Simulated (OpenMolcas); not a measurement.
## Mn+, Tc+, Re+: d⁵ s down the group

```yaml
Program: OpenMolcas
Method: CASSCF
Basis: ANO-R3
Scalar_Hamiltonian: X2C, finite nucleus
Spin-orbit_coupling: state interaction with AMFI integrals over the reference wave functions, term energies averaged over their components
```

Active space for each ion: 6 electrons in 6 orbitals (d s).

Computed levels in cm-1 above ⁷S₃:

```
                               Level    Mn+    Tc+    Re+
                                 ⁵G₄  33643  26781  26682
                                 ⁵G₅  33643  26837  27197
                                 ⁵G₃  33643  26716  25993
                                 ⁵G₂  33643  26660  25379
                                 ⁵G₆  33643  26868  27432
weight of ⁷S in the lowest level (%)    100    100     96
```

Mixed levels, with the weight of the term that names them: Re+ ⁵G₂ (66 %).

Measured, with the error of the calculation in %. Measured levels: Mn+, Re+ from NIST Handbook of Basic Atomic Spectroscopic Data.

```tsv
Level	Mn+	Re+
⁵G₄	27584 (+22.0)	20463 (+30.4)
⁵G₅	27571 (+22.0)	20976 (+29.7)
⁵G₃	27588 (+21.9)	19140 (+35.8)
⁵G₂	27589 (+21.9)	18846 (+34.7)
⁵G₆	27547 (+22.1)	20782 (+32.0)
```

Without spin-orbit coupling ⁵G lies 33629, 26757, 26405 cm-1 above ⁷S in that order; the difference to the level ⁵G₄, of either sign, comes from spin-orbit coupling, which also lowers the zero.

Without dynamic correlation excited terms often stand tens of per cent too high (terms of higher spin than the ground term too low), and those without a measured partner can miss by more than the paired ones. Terms from blocks run as CI alone lack orbitals of their own. No level of 3d⁶ was computed, though it lies in the active space (holds for Mn+). Configurations are named by rounded mean occupations; where the s occupation lies near a half they are strongly mixed, a name can repeat and a true partner stay unpaired (holds for Tc+). Computed and measured levels are paired by configuration, term and J; levels that our copy of the source lacks, or whose pairing is in doubt (as where it misses far off the trend of its configuration), stay unpaired and out of the deviations. Only configurations of the active space appear.
